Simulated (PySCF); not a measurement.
HO4S, charge -1, singlet, geometry from GFN2-xTB (in this run its highest filled SCF level lies above zero, so its values depend strongly on the basis, on diffuse functions most of all); PySCF with TPSS/STO-3G.

Here is a job for PySCF.
```python
from pyscf import gto, scf, dft

mol = gto.Mole()
mol.atom = '''
    O     1.38992049   -0.28176098   -0.58148330
    S    -0.13445586    0.02400851    0.02026324
    O     0.12119981   -0.01438956    1.45858623
    O    -0.97063154   -1.05348789   -0.46961795
    O    -0.49393968    1.33543365   -0.48378888
    H     1.77890124   -0.27049776    0.28621944
'''
mol.basis = 'sto-3g'
mol.charge = -1
mol.verbose = 4
mol.build()

mf = dft.RKS(mol)
mf.xc = 'tpss'
mf.conv_tol = 1e-12
mf.kernel()
```

It wrote (shortened):

```
PySCF version 2.14.0

[INPUT] verbose = 4
[INPUT] num. atoms = 6
[INPUT] num. electrons = 50
[INPUT] charge = -1
[INPUT] spin (= nelec alpha-beta = 2S) = 0
[INPUT] symmetry False subgroup None
[INPUT] Mole.unit = angstrom
[INPUT] Symbol           X                Y                Z      unit          X                Y                Z       unit  Magmom
[INPUT]  1 O      1.389920490000  -0.281760980000  -0.581483300000 AA    2.626569061021  -0.532451084789  -1.098844183008 Bohr   0.0
[INPUT]  2 S     -0.134455860000   0.024008510000   0.020263240000 AA   -0.254084751243   0.045369508559   0.038291973996 Bohr   0.0
[INPUT]  3 O      0.121199810000  -0.014389560000   1.458586230000 AA    0.229034447249  -0.027192327453   2.756328503762 Bohr   0.0
[INPUT]  4 O     -0.970631540000  -1.053487890000  -0.469617950000 AA   -1.834227778465  -1.990803587646  -0.887449308680 Bohr   0.0
[INPUT]  5 O     -0.493939680000   1.335433650000  -0.483788880000 AA   -0.933410717255   2.523603856028  -0.914228485310 Bohr   0.0
[INPUT]  6 H      1.778901240000  -0.270497760000   0.286219440000 AA    3.361636146249  -0.511166683708   0.540876353126 Bohr   0.0

nuclear repulsion = 277.038618518343
number of shells = 18
number of NR pGTOs = 90
number of NR cGTOs = 30
basis = sto-3g
ecp = {}

******** <class 'pyscf.dft.rks.RKS'> ********
method = RKS
initial guess = minao
damping factor = 0
level_shift factor = 0
DIIS = <class 'pyscf.scf.diis.CDIIS'>
diis_start_cycle = 1
diis_space = 8
diis_damp = 0
SCF conv_tol = 1e-12
SCF conv_tol_grad = None
SCF max_cycles = 50
direct_scf = True
direct_scf_tol = 1e-13
XC library pyscf.dft.libxc version 7.1.2
    S. Lehtola, C. Steigemann, M. J. T. Oliveira, and M. A. L. Marques,  SoftwareX 7, 1–5 (2018)
XC functionals = tpss
    J. Tao, J. P. Perdew, V. N. Staroverov, and G. E. Scuseria,  Phys. Rev. Lett. 91, 146401 (2003)
    J. P. Perdew, J. Tao, V. N. Staroverov, and G. E. Scuseria,  J. Chem. Phys. 120, 6898 (2004)
    J. Tao, J. P. Perdew, V. N. Staroverov, and G. E. Scuseria,  Phys. Rev. Lett. 91, 146401 (2003)
    J. P. Perdew, J. Tao, V. N. Staroverov, and G. E. Scuseria,  J. Chem. Phys. 120, 6898 (2004)
radial grids:
    Treutler-Ahlrichs [JCP 102, 346 (1995); DOI:10.1063/1.469408] (M4) radial grids

becke partition: Becke, JCP 88, 2547 (1988); DOI:10.1063/1.454033
pruning grids: <function nwchem_prune>
grids dens level: 3
symmetrized grids: False
atomic radii adjust function: <function treutler_atomic_radii_adjust>
small_rho_cutoff = 0
Set gradient conv threshold to 1e-06
Initial guess from minao.
tot grids = 85016
init E= -692.46631074227
  HOMO = -0.372036469035807  LUMO = 0.0290289045862292  gap/eV = 10.91354
cycle= 1 E= -690.109457242096  delta_E= 2.36  |g|= 1.22  |ddm|= 3.87
  HOMO = 0.340544103773621  LUMO = 0.461664120487291  gap/eV = 3.29584
cycle= 2 E= -689.967468565126  delta_E= 0.142  |g|= 1.32  |ddm|= 4.51
  HOMO = 0.274886548591181  LUMO = 0.538860509995142  gap/eV = 7.18310
cycle= 3 E= -690.516182841505  delta_E= -0.549  |g|= 0.56  |ddm|= 3.14
  HOMO = 0.252601508264085  LUMO = 0.487597441293997  gap/eV = 6.39457
cycle= 4 E= -690.628672825364  delta_E= -0.112  |g|= 0.0614  |ddm|= 1.03
  HOMO = 0.241549805021643  LUMO = 0.478979564789669  gap/eV = 6.46079
cycle= 5 E= -690.630037009794  delta_E= -0.00136  |g|= 0.0171  |ddm|= 0.134
  HOMO = 0.241600957236538  LUMO = 0.479610386805815  gap/eV = 6.47657
cycle= 6 E= -690.630092987343  delta_E= -5.6e-05  |g|= 0.0114  |ddm|= 0.0438
  HOMO = 0.242085160255405  LUMO = 0.479436161166512  gap/eV = 6.45865
cycle= 7 E= -690.630137453889  delta_E= -4.45e-05  |g|= 0.000444  |ddm|= 0.0189
  HOMO = 0.242018669250716  LUMO = 0.479401143323891  gap/eV = 6.45951
cycle= 8 E= -690.630137483352  delta_E= -2.95e-08  |g|= 0.000449  |ddm|= 0.00147
  HOMO = 0.242011116748724  LUMO = 0.47940294893381  gap/eV = 6.45976
cycle= 9 E= -690.630137551549  delta_E= -6.82e-08  |g|= 2.18e-05  |ddm|= 0.000732
  HOMO = 0.242012780562261  LUMO = 0.479403877186767  gap/eV = 6.45974
cycle= 10 E= -690.630137551733  delta_E= -1.84e-10  |g|= 8.29e-07  |ddm|= 4.04e-05
  HOMO = 0.24201278331129  LUMO = 0.479403757484808  gap/eV = 6.45974
cycle= 11 E= -690.630137551734  delta_E= -2.27e-13  |g|= 1.01e-07  |ddm|= 2.1e-06
  HOMO = 0.242012774524224  LUMO = 0.479403779983224  gap/eV = 6.45974
Extra cycle  E= -690.630137551733  delta_E= 9.09e-13  |g|= 2.35e-07  |ddm|= 5.57e-07
converged SCF energy = -690.630137551733
```
